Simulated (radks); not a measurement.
Question: The carbon anion C4-, [Ne], held by a Watson sphere: a shell of charge +4 at radius R that stands for the Madelung well of a crystal (potential energy -4/R inside, -4/r outside, in hartree with lengths in bohr). Calculated with a radial shooting solver on a logarithmic mesh with Libxc functionals: scalar-relativistic Kohn-Sham, LDA (Slater exchange, Perdew-Wang correlation), spin-polarised, spherical densities, finite nucleus; Fermi nuclear charge, rms radius of each element as measured or else 0.836 A^(1/3) + 0.57 fm. Response by self-consistent Sternheimer equations with the Hartree and adiabatic LDA kernel, the relativistic mass of each level held fixed and spin-orbit coupling left out. The sphere does not respond.

| R (bohr) | e(1s) (eV) | e(2s) (eV) | e(2p) (eV) | <r> 2p (bohr) | sum of <r^2> (bohr^2) | X-ray form factor at sin(theta)/lambda = 0.2 1/angstrom | alpha (bohr^3) |
|---|---|---|---|---|---|---|---|
| 1.65 | -262.17 | -17.810 | -8.953 | 1.773 | 29.60 | 4.912 | 16.24 |
| 1.81 | -262.57 | -16.929 | -8.363 | 1.867 | 32.60 | 4.655 | 19.80 |
| 2.79 | -265.07 | -12.829 | -5.656 | 2.432 | 53.53 | 3.660 | 59.71 |
| 3.03 | -265.44 | -12.173 | -5.187 | 2.571 | 59.39 | 3.547 | 76.57 |
| 3.85 | -266.15 | -10.704 | -4.017 | 3.061 | 82.17 | 3.406 | 166.9 |

Estimate the row for R = 3.12 bohr.

Answer: e(1s) (eV) -265.55; e(2s) (eV) -11.956; e(2p) (eV) -5.028; <r> 2p (bohr) 2.624; sum of <r^2> (bohr^2) 61.68; X-ray form factor at sin(theta)/lambda = 0.2 1/angstrom 3.515; alpha (bohr^3) 83.87.
